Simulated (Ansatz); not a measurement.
Saddle point of SiNH5BrCl, singlet (SiH₂BrCl ([Cl][SiH2][Br]) + NH₃ → SiNH₄Cl ([NH2][SiH2][Cl]) + HBr; bonds formed: Si1–N7, Br2–H6; bonds broken: Si1–Br2, H6–N7), PBE0-D4/def2-TZVP structure:

Si1  (-0.679, 0.439, -0.448)
Br2  (1.665, -0.874, -1.678)
H3  (-1.220, -0.461, -1.468)
H4  (-1.810, 0.851, 0.433)
Cl5  (0.167, 2.217, -0.932)
H6  (1.098, -0.848, 0.288)
N7  (0.312, -0.422, 0.878)
H8  (-0.219, -1.137, 1.370)
H9  (0.685, 0.236, 1.558)
(Å)

Energies are electronic, without zero-point energy. Barriers and step energies count from the start structure reached by relaxing down the imaginary mode; all methods use the PBE0-D4 structures, on which another method's saddle can fall below an end. Ansatz 0.2.0; basis: def2-TZVPP, with def2-QZVPP for the basis limit; cores frozen in the correlated methods. Filled d shells of the heavier atoms are correlated. The def2 sets are not built for correlating such inner shells, so the correlated values are less sure here. B3LYP uses VWN-RPA correlation. Extrapolation: Hartree–Fock as exp(−7.88 √X), correlation as X^−2.97.

| method | barrier (kJ/mol) | step energy (kJ/mol) |
| --- | --- | --- |
| SPW92 | ? | 39.1 |
| PBE-D4 | 64.2 | 40.1 |
| BLYP-D4 | 63.3 | 28.8 |
| r2SCAN-D4 | 65.1 | 38.0 |
| B97M-V | 74.3 | 37.6 |
| PBE0-D4 | 66.6 | 42.5 |
| B3LYP-D4 | 65.2 | 31.7 |
| r2SCAN0-D4 | 66.7 | 41.0 |
| BHLYP-D4 | 67.7 | 36.0 |
| CAM-B3LYP-D4 | 65.8 | 29.6 |
| wB97X-V | 72.5 | 40.6 |
| wB97M-V | ? | 44.7 |
| B2PLYP | 69.8 | 32.5 |
| PBE-QIDH | ? | 43.2 |
| RPA on PBE | 79.8 | 34.6 |
| HF | 74.3 | 30.3 |
| MP2 | 73.9 | 39.3 |
| CCSD | 75.9 | 35.7 |
| CCSD(T) | 74.7 | 36.6 |

(1) Fill in the withheld barriers. (An estimate is asked for; the value comes from the calculation.)

T1 diagnostic: at most 0.009.

## Answers

(1) By the calculation: SPW92 50.4; PBE-QIDH 70.3; wB97M-V 71.6 kJ/mol. Each is the energy of the saddle less that of the start structure, by the same method.

For comparison, the barrier by CCSD(T) at an estimated basis limit (MP2 extrapolated from triple and quadruple zeta, plus CCSD(T) − MP2 in triple zeta) is 72.3 kJ/mol.

The step is the kind of exchange with an N–H group that builds nitride films in atomic layer and chemical vapour deposition.

Labels in which every atom is bracketed show which atoms are joined, not bond orders.

For scale, one of the runs: CCSD(T)/def2-TZVPP, 233 basis functions, launched by `ansatz run in.yaml --threads 8 --pin off --events-out ev --progress --plain --max-ram 19148MiB`. The run took 19 s on 8 CPU threads of an Intel Xeon 6975P-C (shared host), with 4.4 GiB of host memory at its peak.
